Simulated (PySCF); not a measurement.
Calculated NMR data

All values are calculated (PySCF): GFN2-xTB geometry, σ from GIAO-PBE0/pcSseg-1. In vacuum, non-relativistic, one conformer, one averaged value for each set of equivalent atoms.

δ = σ(ref) − σ, references computed at the same level: TMS for $^{1}$H and $^{13}$C. Splittings of carbon signals by F and P are missing where no couplings were computed. Where no couplings were computed, multiplicities follow the n + 1 count of equivalent neighbours, and m marks all less simple cases (inequivalent or close neighbours, rings, F or P nearby). Shifts are as computed. Against solution values, carbons near 30 ppm lie about +3 ppm off and those near 130 ppm about +5 ppm. Of 1211 compounds with measured shifts, 218 miss one by over three times the rms of a fit or turn the order of signals round; such compounds aren't used in these exercises.

**1.** SMILES COCOC(=O)/C=C/F, C5H7FO3. $^{1}$H NMR (500 MHz, computed): δ 7.94 (m, 1H), 5.86 (m, 1H), 5.56 (s, 2H), 3.69 (s, 3H). $^{13}$C{$^{1}$H} NMR (computed): δ 176.7 (CH), 170.6 (C), 111.5 (CH), 97.9 (CH2), 59.6 (CH3).

**2.** SMILES P1=C(OC)C=NC=C1, C5H6NOP. $^{1}$H NMR (500 MHz, computed): δ 9.08 (m, 1H), 9.07 (m, 1H), 8.66 (m, 1H), 4.17 (s, 3H). $^{13}$C{$^{1}$H} NMR (computed): δ 198.0 (C), 151.1 (CH), 150.2 (CH), 147.5 (CH), 59.9 (CH3).
